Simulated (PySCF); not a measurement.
ClZn, doublet, geometry from GFN2-xTB (such geometries of metal compounds can be far from the true shape) (the spin is typed, not shown lowest); B3LYP/def2-SVP run with PySCF.

PySCF was given this input:
```python
from pyscf import gto, scf, dft

mol = gto.M(
    atom='''
Zn   -0.00000000   -0.00000000   -0.79897282
Cl    0.00000000    0.00000000    1.40995204
''',
    basis='def2-svp',
    spin=1,
    verbose=4,
)

mf = dft.UKS(mol)
mf.xc = 'b3lyp'
mf.kernel()
mf.analyze()
```

What does PySCF print? Leave out banner, timings and long lists.


```
PySCF version 2.14.0

[INPUT] verbose = 4
[INPUT] num. atoms = 2
[INPUT] num. electrons = 47
[INPUT] charge = 0
[INPUT] spin (= nelec alpha-beta = 2S) = 1
[INPUT] symmetry False subgroup None
[INPUT] Mole.unit = angstrom
[INPUT] Symbol           X                Y                Z      unit          X                Y                Z       unit  Magmom
[INPUT]  1 Zn     0.000000000000   0.000000000000  -0.798972820000 AA    0.000000000000   0.000000000000  -1.509839810771 Bohr   0.0
[INPUT]  2 Cl     0.000000000000   0.000000000000   1.409952040000 AA    0.000000000000   0.000000000000   2.664423204372 Bohr   0.0

nuclear repulsion = 122.177255757446
number of shells = 19
number of NR pGTOs = 109
number of NR cGTOs = 49
basis = def2-svp
ecp = {}

******** <class 'pyscf.dft.uks.UKS'> ********
method = UKS
initial guess = minao
damping factor = 0
level_shift factor = 0
DIIS = <class 'pyscf.scf.diis.CDIIS'>
diis_start_cycle = 1
diis_space = 8
diis_damp = 0
SCF conv_tol = 1e-09
SCF conv_tol_grad = None
SCF max_cycles = 50
direct_scf = True
direct_scf_tol = 1e-13
number electrons alpha = 24  beta = 23
XC library pyscf.dft.libxc version 7.1.2
    S. Lehtola, C. Steigemann, M. J. T. Oliveira, and M. A. L. Marques,  SoftwareX 7, 1–5 (2018)
XC functionals = b3lyp
    P. J. Stephens, F. J. Devlin, C. F. Chabalowski, and M. J. Frisch,  J. Phys. Chem. 98, 11623 (1994)
radial grids:
    Treutler-Ahlrichs [JCP 102, 346 (1995); DOI:10.1063/1.469408] (M4) radial grids

becke partition: Becke, JCP 88, 2547 (1988); DOI:10.1063/1.454033
pruning grids: <function nwchem_prune>
grids dens level: 3
symmetrized grids: False
atomic radii adjust function: <function treutler_atomic_radii_adjust>
small_rho_cutoff = 0
Set gradient conv threshold to 3.16228e-05
tot grids = 39520
init E= -2238.89253639008

cycle= 1 E= -2239.209879188  delta_E= -0.317  |g|= 0.303  |ddm|= 1.12
cycle= 2 E= -2239.10139260164  delta_E= 0.108  |g|= 0.54  |ddm|= 1.17
cycle= 3 E= -2239.26514556321  delta_E= -0.164  |g|= 0.0139  |ddm|= 0.735
cycle= 4 E= -2239.26529122309  delta_E= -0.000146  |g|= 0.0126  |ddm|= 0.0526
cycle= 5 E= -2239.26537348174  delta_E= -8.23e-05  |g|= 0.0023  |ddm|= 0.0154
cycle= 6 E= -2239.26537588715  delta_E= -2.41e-06  |g|= 0.000754  |ddm|= 0.00349
cycle= 7 E= -2239.26537617799  delta_E= -2.91e-07  |g|= 0.000207  |ddm|= 0.00113
cycle= 8 E= -2239.26537620376  delta_E= -2.58e-08  |g|= 3.2e-05  |ddm|= 0.00031
cycle= 9 E= -2239.26537620454  delta_E= -7.82e-10  |g|= 3.93e-06  |ddm|= 7.39e-05
Extra cycle  E= -2239.26537620455  delta_E= -1.82e-12  |g|= 4.35e-06  |ddm|= 1.44e-05
converged SCF energy = -2239.26537620455  <S^2> = 0.7519503  2S+1 = 2.0019494
**** SCF Summaries ****
Total Energy =                       -2239.265376204545646
Nuclear Repulsion Energy =             122.177255757445735
One-electron Energy =                -3361.614560615940263
Two-electron Energy =                 1000.171928653948612
Two-electron Coulomb Energy =         1099.672657167050829
DFT Exchange-Correlation Energy =      -99.500728513102231
**** MO energy ****
                             alpha | beta                alpha | beta
MO #1   energy= -347.284527320946  | -347.283256070649  occ= 1 | 1
MO #2   energy= -101.450202828316  | -101.448568034316  occ= 1 | 1
MO #3   energy= -42.242753528027   | -42.2418297801899  occ= 1 | 1
MO #4   energy= -37.2354270332441  | -37.2350933022663  occ= 1 | 1
MO #5   energy= -37.2354270332441  | -37.2350933022662  occ= 1 | 1
MO #6   energy= -37.2346411417746  | -37.2332121952493  occ= 1 | 1
MO #7   energy= -9.40406731691719  | -9.40250564265109  occ= 1 | 1
MO #8   energy= -7.17224229411126  | -7.16716828274168  occ= 1 | 1
MO #9   energy= -7.16418333465636  | -7.16327201452094  occ= 1 | 1
MO #10  energy= -7.16418333465635  | -7.16327201452092  occ= 1 | 1
MO #11  energy= -4.83630654622868  | -4.83356432402128  occ= 1 | 1
MO #12  energy= -3.22906592838853  | -3.22683744310378  occ= 1 | 1
MO #13  energy= -3.22906592838851  | -3.22683744310377  occ= 1 | 1
MO #14  energy= -3.22684282061535  | -3.225057369853    occ= 1 | 1
MO #15  energy= -0.762500190437256 | -0.751606516384592 occ= 1 | 1
MO #16  energy= -0.509521395422115 | -0.503519186814146 occ= 1 | 1
MO #17  energy= -0.506636325394214 | -0.503519186814138 occ= 1 | 1
MO #18  energy= -0.506636102401973 | -0.503333777459768 occ= 1 | 1
MO #19  energy= -0.506518447486894 | -0.503333547944771 occ= 1 | 1
MO #20  energy= -0.506518447486891 | -0.503322373297182 occ= 1 | 1
MO #21  energy= -0.352483998518204 | -0.332513624578937 occ= 1 | 1
MO #22  energy= -0.282391983262891 | -0.27904065701229  occ= 1 | 1
MO #23  energy= -0.282391983262881 | -0.279040657012277 occ= 1 | 1
MO #24  energy= -0.223168157528442 | -0.138310409994079 occ= 1 | 0
MO #25  energy= 0.0179891305258838 | 0.041530299252044  occ= 0 | 0
MO #26  energy= 0.0179891305258857 | 0.0415302992520594 occ= 0 | 0
MO #27  energy= 0.0735361335803582 | 0.0823242364131174 occ= 0 | 0
MO #28  energy= 0.138681072939744  | 0.165024202763181  occ= 0 | 0
MO #29  energy= 0.565835144435176  | 0.571715212469964  occ= 0 | 0
MO #30  energy= 0.76857589136689   | 0.784994726896125  occ= 0 | 0
MO #31  energy= 0.792824940130329  | 0.806125397746944  occ= 0 | 0
MO #32  energy= 0.79282494013034   | 0.806125397746949  occ= 0 | 0

To work with the spin densities directly, `use mulliken_meta_spin()` only printing them here.

 ** Mulliken spin pop alpha/beta on meta-lowdin orthogonal AOs **
 ** Mulliken Spin Density (per AO)  **
spin_pop of  0 Zn 1s        0.00000
spin_pop of  0 Zn 2s        0.00000
spin_pop of  0 Zn 3s        0.00004
spin_pop of  0 Zn 4s        0.66765
spin_pop of  0 Zn 5s        0.00097
spin_pop of  0 Zn 2px      -0.00000
spin_pop of  0 Zn 2py      -0.00000
spin_pop of  0 Zn 2pz       0.00000
spin_pop of  0 Zn 3px      -0.00000
spin_pop of  0 Zn 3py      -0.00000
spin_pop of  0 Zn 3pz       0.00000
spin_pop of  0 Zn 4px       0.00218
spin_pop of  0 Zn 4py       0.00218
spin_pop of  0 Zn 4pz       0.05795
spin_pop of  0 Zn 3dxy     -0.00001
spin_pop of  0 Zn 3dyz     -0.00024
spin_pop of  0 Zn 3dz^2     0.00840
spin_pop of  0 Zn 3dxz     -0.00024
spin_pop of  0 Zn 3dx2-y2   -0.00001
spin_pop of  0 Zn 4dxy      0.00001
spin_pop of  0 Zn 4dyz     -0.00000
spin_pop of  0 Zn 4dz^2     0.00036
spin_pop of  0 Zn 4dxz     -0.00000
spin_pop of  0 Zn 4dx2-y2    0.00001
spin_pop of  0 Zn 4f-3      0.00000
spin_pop of  0 Zn 4f-2      0.00000
spin_pop of  0 Zn 4f-1      0.00000
spin_pop of  0 Zn 4f+0      0.00000
spin_pop of  0 Zn 4f+1      0.00000
spin_pop of  0 Zn 4f+2      0.00000
spin_pop of  0 Zn 4f+3      0.00000
spin_pop of  1 Cl 1s        0.00000
spin_pop of  1 Cl 2s       -0.00000
spin_pop of  1 Cl 3s        0.01458
spin_pop of  1 Cl 4s        0.00696
spin_pop of  1 Cl 2px      -0.00000
spin_pop of  1 Cl 2py      -0.00000
spin_pop of  1 Cl 2pz       0.00001
spin_pop of  1 Cl 3px      -0.00201
spin_pop of  1 Cl 3py      -0.00201
spin_pop of  1 Cl 3pz       0.23917
spin_pop of  1 Cl 4px      -0.00003
spin_pop of  1 Cl 4py      -0.00003
spin_pop of  1 Cl 4pz       0.00354
spin_pop of  1 Cl 3dxy      0.00000
spin_pop of  1 Cl 3dyz      0.00012
spin_pop of  1 Cl 3dz^2     0.00036
spin_pop of  1 Cl 3dxz      0.00012
spin_pop of  1 Cl 3dx2-y2    0.00000
 ** Mulliken Spin Density (per atom)  **
spin density of  0 Zn =      0.73924
spin density of  1 Cl =      0.26076
 ** Mulliken pop alpha/beta on meta-lowdin orthogonal AOs **
 ** Mulliken pop       alpha | beta **
In total            24.00000 | 23.00000
 ** Mulliken atomic charges   ( Nelec_alpha | Nelec_beta ) **
charge of  0Zn =      0.62392  (    15.05766     14.31842 )
charge of  1Cl =     -0.62392  (     8.94234      8.68158 )
Dipole moment(X, Y, Z, Debye): -0.00000,  0.00000, -3.22654
```
